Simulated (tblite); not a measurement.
Species: C5H10FSi2 (doublet state).
Geometry (GFN2-xTB, Å), atoms numbered from 1 in this order:
```
atom  x, y, z in Å
C1     3.9239    0.3319   -0.3988
C2     2.4926    0.1663   -0.5086
C3     1.3003    0.0138   -0.6032
Si4   -0.5338   -0.1012   -0.7778
C5    -0.9954   -1.9145   -0.3429
F6    -2.3367   -2.1445   -0.5905
C7    -1.4247    1.0773    0.4259
Si8   -3.2903    1.2833    0.1057
H9     4.2795   -0.0882    0.5418
H10    4.4214   -0.1762   -1.2248
H11    4.1764    1.3916   -0.4317
H12   -0.9108    0.1545   -2.1743
H13   -0.8325   -2.1556    0.7106
H14   -0.4436   -2.6367   -0.9488
H15   -1.2701    0.7280    1.4483
H16   -0.9440    2.0542    0.3636
H17   -4.0698    0.0703    0.2959
H18   -3.5511    1.9520   -1.1667
```

Computed geometry: GFN2-xTB, gas phase. This method treats the open shell by occupation alone, without spin polarisation.

Masses are those of the commonest isotopes; rigid-rotor values at the optimised geometry. The values belong to one conformer with, in the numbering `[CH3:1][C:2]#[C:3][Si@@H:4]([CH2:5][F:6])[CH2:7][SiH2:8]`, C3–Si4–C5–F6 -173°, C3–Si4–C7–Si8 169°, Si4–C7–Si8–H 65° and -66°.

Problem. What are A, B and C (MHz)?

Solution. Ia = 242.98, Ib = 792.56, Ic = 992.99 u·Å²; 505379 MHz·u·Å²/I gives A = 2080, B = 637.7, C = 508.9 MHz.

Problem. Classify the top.

Solution. An asymmetric top: κ = (2 × 637.7 − 2080 − 508.9)/(2080 − 508.9) = -0.84.

Problem. Is it planar, by Δ = Ic − Ia − Ib?

Solution. Not planar: Δ = Ic − Ia − Ib = -42.55 u·Å². For a rigid frame Δ = −2 Σ m c², so Σ m c² = 21.27 u·Å² lies off the ab plane: 11.77 from hydrogen and 9.51 from heavier atoms. The atom farthest from that plane is 1.86 Å away.

Problem. Give the other two planar moments, Paa and Pbb, and the rms extents of the mass along the axes.

Solution. Paa = Σ m a² = (Ib + Ic − Ia)/2 = 771.28 and Pbb = Σ m b² = (Ia + Ic − Ib)/2 = 221.70 u·Å². With the mass M = 145.03 u, the rms extents √(P/M) along a, b and c are 2.31, 1.24, 0.38 Å.

Problem. List the rotational levels J(Ka,Kc) to J = 3 (MHz).

Solution. Above 0(0,0):
J = 1: 1(0,1) 1147, 1(1,1) 2589, 1(1,0) 2718
J = 2: 2(0,2) 3432, 2(1,2) 4753, 2(1,1) 5140, 2(2,1) 9466, 2(2,0) 9475
J = 3: 3(0,3) 6839, 3(1,3) 7995, 3(1,2) 8767, 3(2,2) 12906, 3(2,1) 12947, 3(3,1) 20444, 3(3,0) 20445
Those of J = 1 are B + C, A + C and A + B.

For this open shell read J as N, the rotation without spin; fine and hyperfine splittings come on top. Its lowest GFN2-xTB frequency is 11 cm⁻¹, too small to tell a flat minimum from a shallow saddle. These are rigid-rotor constants of the computed structure; measured ground-state constants (B0) also hold zero-point vibration.
